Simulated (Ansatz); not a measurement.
`CN[SiH](P)S` and `CN[SiH](N)S` differ in one atom or group.

Ansatz, PBE0-D4/def2-TZVP geometries, multiplicity 1. Each molecule was computed in one conformer, which needn't be the lowest.

```json
{"property": "HOMO–LUMO gap (PBE/def2-TZVPP) / eV", "`CN[SiH](P)S`": "4.87"}
{"property": "LUMO energy (ωB97M-V/def2-TZVPP) / eV", "`CN[SiH](P)S`": "1.80"}
{"property": "HOMO–LUMO gap (PBE0/def2-TZVPP) / eV", "`CN[SiH](P)S`": "7.02"}
{"property": "HOMO energy (PBE/def2-TZVPP) / eV", "`CN[SiH](P)S`": "-5.64"}
{"property": "HOMO energy (PBE0/def2-TZVPP) / eV", "`CN[SiH](P)S`": "-6.95"}
{"property": "LUMO energy (PBE0/def2-TZVPP) / eV", "`CN[SiH](P)S`": "0.08"}
```

Task: Give the same properties after the change, and the shifts. (An estimate is asked.)

Result: Computed: 
| property | `CN[SiH](N)S` | shift |
| --- | --- | --- |
| HOMO–LUMO gap (PBE/def2-TZVPP) / eV | 5.19 | 0.32 |
| LUMO energy (ωB97M-V/def2-TZVPP) / eV | 2.29 | 0.49 |
| HOMO–LUMO gap (PBE0/def2-TZVPP) / eV | 7.40 | 0.38 |
| HOMO energy (PBE/def2-TZVPP) / eV | -5.43 | 0.21 |
| HOMO energy (PBE0/def2-TZVPP) / eV | -6.74 | 0.21 |
| LUMO energy (PBE0/def2-TZVPP) / eV | 0.66 | 0.58 |

With PBE0 the HOMO rises by 0.21 eV and the LUMO rises by 0.58 eV, so the gap widens by about 0.37 eV. PBE moves the HOMO by 0.21 eV and ωB97M-V by 0.18 eV.

Positive LUMOs are unbound, so they and the gaps depend on the basis.
